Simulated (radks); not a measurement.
Results of a calculation; reference values are marked as such.
Coulomb parameter of the 4d shell of the silver ion Ag+ in the model configuration [Kr] 4d9 5s1, as a second difference U = [E(n + 0.5) + E(n - 0.5) - 2 E(n)] / (0.5)^2 with all orbitals relaxed. "Bare": the charge of the atom changes with n. "Screened": the 5s shell takes up the change at fixed total charge, which measures U(4d,4d) + U(5s,5s) - 2 U(4d,5s). Level of theory: scalar-relativistic Kohn-Sham, PBE, spin-unpolarised, spherical densities, point nucleus (a radial shooting solver on a logarithmic mesh with Libxc functionals).

| case | configuration | E - E(n) (eV) |
|---|---|---|
| start | [Kr] 4d9 5s1 | 0.000 |
| bare +0.5 | [Kr] 4d9.5 5s1 | -8.053 |
| bare -0.5 | [Kr] 4d8.5 5s1 | 11.268 |
| screened +0.5 | [Kr] 4d9.5 5s0.5 | -2.964 |
| screened -0.5 | [Kr] 4d8.5 5s1.5 | 3.526 |

U(bare) = 12.857 eV, U(screened by 5s) = 2.248 eV, against the Slater integral F0(4d,4d) = 18.603 eV with frozen orbitals.
